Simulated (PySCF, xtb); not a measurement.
InClI2, SMILES [Cl][In]([I])[I].

Harmonic wavenumbers (cm⁻¹) from GFN2-xTB in xtb at its own minimum, in rising order: 49, 66, 74, 179, 257, 320.

Question: What does B3LYP-D3(BJ)/def2-SVP in PySCF give at its own minimum? (An estimate is asked for; the answer gives what the named calculation found.)

Answer: 48, 73, 77, 167, 230, 367. Paired by order, the mean absolute difference is 16 cm⁻¹ and the zero-point energies are 1.4 and 1.4 kcal/mol.
